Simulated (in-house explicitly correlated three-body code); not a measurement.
Computed with an exponentially correlated three-body code. Model: two electrons around a point charge, non-relativistic, variational in 260 exponentially correlated functions (energies converged to about 1e-7 hartree, or 1e-8 relative for large Z).

For this charge the correlation energy is taken as exact minus Hartree-Fock, from which it differs by microhartrees, and the kinetic parts follow from it.

For two electrons in a singlet the Kohn-Sham orbital is the square root of half the density, so the exact Kohn-Sham potential and energy parts follow from the density alone, and exchange is minus half the Hartree energy. The Kohn-Sham level equals minus the binding energy of the second electron.

Command:
```bash
python run_hyl.py task.json out
```
Settings (lengths in bohr, energies in hartree):
```
Z                      47
interaction_strength   1
functions              260
states_tried           13
```

Time taken, with all properties: 21 s on 1 thread of Intel(R) Xeon(R) 6975P-C (Granite Rapids), on a shared host.

**Converged states only, values per electron or pair.**

Given: nuclear charge 47.

| term | mean r (bohr) | mean r squared (bohr²) | mean inverse r (1/bohr) | mean r12 (bohr) | mean inverse r12 (1/bohr) | mean cosine | mean p1 dot p2 (bohr⁻²) | delta r1 (bohr⁻³) | delta r12 (bohr⁻³) |
| --- | --- | --- | --- | --- | --- | --- | --- | --- | --- |
| 1 1S | 0.032172 | 0.0013814 | 46.688 | 0.047013 | 29.06 | -0.0028344 | 6.1473 | 32581 | 3963.2 |
| 2 3S | 0.080545 | 0.010409 | 29.281 | 0.1347 | 8.7375 | -0.00099686 | 0.49737 | 18516 | - |
| 2 3P | 0.070054 | 0.0077034 | 29.262 | 0.11619 | 10.462 | -0.077038 | -165.68 | 16495 | - |
| 2 1S | 0.080963 | 0.010539 | 29.259 | 0.13367 | 10.667 | -0.0016997 | 0.55657 | 18492 | 765.11 |
| 2 1P | 0.070395 | 0.0077912 | 29.245 | 0.11127 | 11.901 | 0.072461 | 164.73 | 16531 | 245.1 |
| 3 3S | 0.16175 | 0.048958 | 26.064 | 0.29393 | 4.34 | -0.00034688 | 0.14909 | 17111 | - |
| 3 3P | 0.15146 | 0.042981 | 26.059 | 0.27387 | 4.8179 | -0.01761 | -37.547 | 16517 | - |
| 3 1S | 0.16235 | 0.049367 | 26.058 | 0.29472 | 4.8487 | -0.00054409 | 0.18304 | 17106 | 220.22 |
| 3 1P | ? | ? | ? | ? | ? | ? | ? | ? | ? |
| 4 3S | ? | ? | ? | ? | ? | ? | ? | ? | - |
| 4 3P | 0.26547 | 0.1419 | 24.939 | 0.50053 | 2.7532 | -0.0068376 | -14.532 | 16521 | - |
| 4 1S | 0.27636 | 0.15326 | 24.939 | 0.52196 | 2.7624 | -0.00023563 | 0.080243 | 16769 | 91.947 |
| 4 1P | 0.2661 | 0.14262 | 24.937 | 0.50136 | 2.9119 | 0.0064108 | 14.753 | 16524 | 33.023 |

What belongs in the row 3 1P?

mean r (bohr): 0.15193; mean r squared (bohr²): 0.043282; mean inverse r (1/bohr): 26.054; mean r12 (bohr): 0.27369; mean inverse r12 (1/bohr): 5.2063; mean cosine: 0.01654; mean p1 dot p2 (bohr⁻²): 37.937; delta r1 (bohr⁻³): 16525; delta r12 (bohr⁻³): 76.996.

What belongs in the row 4 3S?

mean r (bohr): 0.27556; mean r squared (bohr²): 0.15231; mean inverse r (1/bohr): 24.941; mean r12 (bohr): 0.52052; mean inverse r12 (1/bohr): 2.5561; mean cosine: -0.00015336; mean p1 dot p2 (bohr⁻²): 0.063203; delta r1 (bohr⁻³): 16771.

**Exact Kohn-Sham parts of the ground state from its density.**

Computed: total energy -2179.78248 hartree; Kohn-Sham kinetic 2179.7 hartree; Hartree energy 58.306 hartree; exchange energy -29.153 hartree; kinetic part of the DFT correlation energy 0.046209 hartree; exact minus restricted Hartree-Fock -0.046455 hartree; Kohn-Sham level -29260 eV; dipole polarisability 1.9021e-06 bohr³; C6 of two such species 2.5213e-09 hartree·bohr⁶.

What is the restricted Hartree-Fock level?

-29260 eV.

What is the potential part of the DFT correlation energy?

-0.092664 hartree.

**Functionals on the exact density and self-consistent, errors are functional minus exact, hybrids only self-consistent, a dash where a self-consistent run leaves the top level unbound.**

| result | exchange error (millihartree) | correlation error (millihartree) | functional driven error (millihartree) | density driven error (millihartree) | self consistent total error (millihartree) | top level plus exact binding (eV) |
| --- | --- | --- | --- | --- | --- | --- |
| RPBE | 113.96 | -1.7954 | 112.16 | -1.5888 | 110.58 | 292.88 |
| SCAN | -3.7851 | 0.72718 | -3.0579 | -0.3154 | -3.3733 | 261.39 |
| LDA VWN5 | 4144.4 | -247.57 | 3896.9 | -2.9031 | 3894 | 334.25 |
| M06-L | -330.47 | -34.291 | -364.76 | -2.3692 | -367.13 | 259.6 |
| r2SCAN | ? | ? | ? | ? | ? | ? |
| PW91 | 516.94 | -29.012 | 487.93 | -1.5699 | 486.36 | 294.2 |
| PBE | 603.82 | -1.7954 | 602.02 | -1.5368 | 600.49 | 296.75 |
| revTPSS | -2.5701 | -4.5742 | -7.1443 | -0.27802 | -7.4223 | 268.53 |
| AM05 | 3209.1 | -209.09 | 3000 | -1.9706 | 2998.1 | 327.79 |
| OLYP | ? | ? | ? | ? | ? | ? |
| wB97X | - | - | - | - | -1197.8 | 237.04 |
| B3LYP VWN-RPA | - | - | - | - | 450.95 | 236.9 |
| BP86 | 248.54 | -195.01 | 53.533 | -1.1915 | 52.342 | 291.05 |
| r2SCAN0 | - | - | - | - | -2.2873 | 195.82 |

What belongs in the row r2SCAN?

exchange error (millihartree): -3.7851; correlation error (millihartree): 0.72718; functional driven error (millihartree): -3.0579; density driven error (millihartree): -0.3154; self consistent total error (millihartree): -3.3733; top level plus exact binding (eV): 261.39.

What belongs in the row OLYP?

exchange error (millihartree): 172.82; correlation error (millihartree): -3.5869; functional driven error (millihartree): 169.23; density driven error (millihartree): -1.0753; self consistent total error (millihartree): 168.16; top level plus exact binding (eV): 292.4.

**Density and exact potentials over r, pair density (one pair, times 4 pi r12^2) and exact minus Kohn-Sham pair density over r12.**

```
radius (bohr)  radial density (electrons/bohr)  exchange potential (hartree)  intracule density (1/bohr)  Coulomb hole against Kohn-Sham (1/bohr)
     0.000851                          0.54743                        -46.64                    0.036059                               -0.0007432
     0.000985                          0.72422                       -46.624                    0.048298                               -0.0009891
      0.00114                          0.95605                       -46.603                    0.064673                                -0.001315
      0.00132                           1.2603                       -46.576                    0.086667                                -0.001747
      0.00153                                ?                             ?                           ?                                        ?
      0.00176                           2.1498                       -46.493                     0.15383                                -0.003037
      0.00204                           2.8132                       -46.429                     0.20641                                -0.004021
      0.00236                           3.6536                       -46.347                     0.27576                                 -0.00529
      0.00273                           4.7219                       -46.239                     0.36813                                -0.006938
      0.00316                           6.0762                       -46.099                     0.49164                                -0.009074
      0.00366                           7.7772                       -45.916                     0.65662                                 -0.01183
      0.00423                           9.8468                       -45.683                     0.87194                                 -0.01527
       0.0049                           12.408                       -45.379                      1.1607                                 -0.01966
      0.00567                           15.455                       -44.995                      1.5377                                 -0.02505
      0.00656                            19.03                       -44.509                      2.0295                                 -0.03159
      0.00759                           23.129                         -43.9                      2.6663                                 -0.03933
      0.00878                           27.681                       -43.145                      3.4809                                 -0.04818
       0.0102                           32.702                       -42.189                      4.5432                                 -0.05817
       0.0117                                ?                             ?                           ?                                        ?
       0.0136                           42.276                       -39.747                      7.3353                                 -0.07707
       0.0157                           46.283                       -38.193                      9.1178                                 -0.08397
       0.0182                           49.222                       -36.347                      11.178                                 -0.08693
       0.0211                           50.443                       -34.256                      13.361                                 -0.08359
       0.0244                           49.553                       -31.982                      15.442                                 -0.07249
       0.0282                           46.414                       -29.541                      17.193                                 -0.05325
       0.0326                           41.137                       -26.974                       18.31                                  -0.0273
       0.0377                            34.19                       -24.347                      18.477                                 0.001449
       0.0436                           26.385                        -21.74                      17.479                                  0.02707
       0.0505                           18.614                       -19.201                      15.283                                  0.04367
       0.0584                           11.931                       -16.847                      12.211                                  0.04752
       0.0676                            6.792                        -14.68                      8.7405                                  0.03993
       0.0782                           3.3914                       -12.747                      5.5181                                  0.02632
       0.0905                           1.4477                       -11.037                      2.9973                                   0.0131
        0.105                          0.50645                       -9.5206                      1.3467                                 0.004311
        0.121                          0.15211                       -8.2638                     0.51566                                0.0006226
         0.14                         0.034867                       -7.1427                     0.15226                               -0.0002923
```

What belongs in the row 0.00153?

radial density (electrons/bohr): 1.6601; exchange potential (hartree): -46.539; intracule density (1/bohr): 0.11636; Coulomb hole against Kohn-Sham (1/bohr): -0.002322.

What belongs in the row 0.0117?

radial density (electrons/bohr): 37.384; exchange potential (hartree): -41.131; intracule density (1/bohr): 5.7444; Coulomb hole against Kohn-Sham (1/bohr): -0.06755.

The density-driven part is never positive, since each functional's own density lowers its energy. Here it is small beside the functional-driven part (median ratio 0.0065), the normal case.
